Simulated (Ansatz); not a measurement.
Relaxation of C₃H₈OSi₂ (14 atoms, charge 0, multiplicity 1), to a largest force component of 0.015 eV/Å in at most 40 steps.

The calculation used RKS PBE0-D4/STO-3G in Ansatz 0.2.0.

```xyz
14
Properties=species:S:1:pos:R:3:forces:R:3
Si -1.187 -0.764 1.742 -2.31 1.58 0.92
C -0.086 -0.286 0.382 0.92 0.21 1.16
C -0.409 -0.375 -0.895 0.06 -0.42 -3.76
O 0.498 -0.043 -1.974 -1.52 -0.26 1.08
Si 1.894 0.568 -1.176 0.94 -1.03 1.65
C 1.319 0.269 0.637 0.37 1.53 -0.55
H -0.625 -1.778 2.593 0.08 -0.12 0.09
H -1.474 0.497 2.553 0.43 -1.59 -0.73
H -2.510 -1.189 1.199 1.11 0.11 0.42
H -1.352 -0.792 -1.332 0.46 0.34 0.56
H 3.045 -0.324 -1.490 -0.62 0.88 -0.08
H 2.112 1.966 -1.471 0.15 -0.05 -0.23
H 1.300 1.246 1.222 -0.02 -1.35 -0.55
H 1.955 -0.452 1.176 -0.07 0.17 0.02
```

Problem. Where does it end, and by what steps?

Solution. The run converged. Limits of this set-up: minimal basis. After 8 steps the energy has fallen by 0.385 eV; H8 moved furthest, 0.09 Å.

| step | energy less start (eV) | largest force component (eV/Å) | accepted |
| --- | --- | --- | --- |
| 0 | 0.0000 | 3.755 | yes |
| 1 | -0.3228 | 1.274 | yes |
| 2 | -0.3691 | 0.584 | yes |
| 3 | -0.3822 | 0.289 | yes |
| 4 | -0.3825 | 0.209 | yes |
| 5 | -0.3843 | 0.047 | yes |
| 6 | -0.3846 | 0.025 | yes |
| 7 | -0.3841 | 0.165 | no |
| 8 | -0.3847 | 0.002 | yes |

```xyz
14
Properties=species:S:1:pos:R:3
Si -1.230 -0.725 1.753
C -0.088 -0.269 0.377
C -0.397 -0.386 -0.932
O 0.486 -0.031 -1.953
Si 1.917 0.539 -1.132
C 1.321 0.289 0.625
H -0.643 -1.752 2.583
H -1.496 0.420 2.593
H -2.477 -1.213 1.214
H -1.358 -0.767 -1.312
H 3.045 -0.276 -1.530
H 2.164 1.912 -1.515
H 1.292 1.223 1.204
H 1.944 -0.419 1.191
```

Run time: 61 s on 1 thread of Arm Neoverse N1, with other jobs on the host, peak memory 0.13 GiB.
